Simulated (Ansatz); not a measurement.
`[SiH3]NBS`, relaxed with RKS PBE0-D4/def2-TZVP in the Gaussian-basis code of Ansatz from a PBE-D4/def2-SVP geometry. The force threshold is 0.005 eV/Å; the program also tests the step.

Total charge 0; spin multiplicity 1.

Start:

```xyz
10

Si    1.498   -0.320    0.806
N    -0.090   -0.574    0.069
B    -0.905    0.418   -0.533
S    -2.525   -0.036   -1.238
H     2.536   -1.181    0.136
H     1.842    1.129    0.643
H     1.474   -0.687    2.266
H    -0.451   -1.535    0.087
H    -0.525    1.571   -0.580
H    -2.854    1.214   -1.656
```

```json
{"step": "1", "energy (eV)": "-20971.0297", "largest force (eV/Å)": "0.480", "largest move (Å)": "0.000"}
{"step": "2", "energy (eV)": "-20971.0655", "largest force (eV/Å)": "0.261", "largest move (Å)": "0.027"}
{"step": "3", "energy (eV)": "-20971.0702", "largest force (eV/Å)": "0.057", "largest move (Å)": "0.011"}
{"step": "4 (rejected)", "energy (eV)": "-20971.0702", "largest force (eV/Å)": "0.042", "largest move (Å)": "0.006"}
{"step": "5", "energy (eV)": "-20971.0703", "largest force (eV/Å)": "0.014", "largest move (Å)": "0.003"}
{"step": "6", "energy (eV)": "-20971.0703", "largest force (eV/Å)": "0.006", "largest move (Å)": "0.004"}
{"step": "7", "energy (eV)": "-20971.0703", "largest force (eV/Å)": "0.001", "largest move (Å)": "0.003"}
{"step": "8", "energy (eV)": "-20971.0703", "largest force (eV/Å)": "0.004", "largest move (Å)": "0.007"}
```

End:

```xyz
10

Si    1.479   -0.316    0.796
N    -0.086   -0.570    0.078
B    -0.888    0.413   -0.526
S    -2.500   -0.029   -1.225
H     2.505   -1.156    0.123
H     1.810    1.119    0.643
H     1.461   -0.689    2.236
H    -0.448   -1.515    0.101
H    -0.509    1.544   -0.579
H    -2.825    1.201   -1.647
```

Hardware: 2 threads of an Arm Neoverse V1 on a shared host. Wall time 38 s, peak host memory 0.39 GiB.
